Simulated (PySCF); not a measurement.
All of these have the formula C4H6Se. Level of theory: TDDFT PBE0/def2-SVPD, vertical, gas phase, core orbitals frozen in the response in PySCF 2.14.0, density-fitted response routines. Geometries: PBE0-D3(BJ)/def2-SVP; one conformer of each isolated species. Triplets are in the Tamm–Dancoff approximation. Relativistic effects are left out although some hold elements past zinc.

A. `C1=C[Se]CC1`
B. `C(#C)C[Se]C`
C. `C1C(C1)C=[Se]`
D. `C(#CC)C[SeH]`

Lowest singlet levels (six at most, fewer where fewer were computed) with oscillator strengths:

1. 298 nm (f 0.002); 249 nm (f 0.099); 231 nm (f 0.024); 221 nm (f 0.014); 205 nm (f 0.031); 201 nm (f 0.003); T1 3.48 eV
2. 567 nm (f 0.000); 255 nm (f 0.392); 222 nm (f 0.000); 220 nm (f 0.035); 209 nm (f 0.063); 204 nm (f 0.067); T1 1.73 eV
3. 267 nm (f 0.002); 231 nm (f 0.052); 217 nm (f 0.004); 208 nm (f 0.086); 197 nm (f 0.009); 195 nm (f 0.037); T1 4.10 eV
4. 276 nm (f 0.003); 234 nm (f 0.022); 218 nm (f 0.021); 205 nm (f 0.004); 202 nm (f 0.005); 196 nm (f 0.036); T1 3.96 eV

Question: Which spectrum belongs to which structure?

Answer: 1 = A, 2 = C, 3 = D, 4 = B.
- A: S1 at 4.16 eV, HOMO→LUMO (91%); Löwdin shares by element: HOMO selenium 54%, carbon 36% or more; LUMO selenium 57%, carbon 32% or more; HOMO -5.76 and LUMO -0.13 eV.
- B: S1 at 4.49 eV, HOMO→LUMO (96%); Löwdin shares by element: HOMO selenium 73%, carbon 18% or more; LUMO selenium 50%, carbon 36% or more; HOMO -6.27 and LUMO -0.29 eV.
- C: S1 at 2.19 eV, HOMO→LUMO (100%); Löwdin shares by element: HOMO selenium 78%, carbon 15% or more; LUMO carbon 49% or more, selenium 41%; HOMO -6.06 and LUMO -2.25 eV; point group Cs, 2 of its 6 listed states under f = 0.0005.
- D: S1 at 4.64 eV, HOMO→LUMO (95%); Löwdin shares by element: HOMO selenium 74%, carbon 13% or more, hydrogen 6% or more; LUMO selenium 56%, carbon 23% or more, hydrogen 8% or more; HOMO -6.56 and LUMO -0.38 eV.
B and D have S1 within 0.15 eV of each other; their strongest listed levels stand at 6.33 eV (f 0.036) and 5.95 eV (f 0.086).
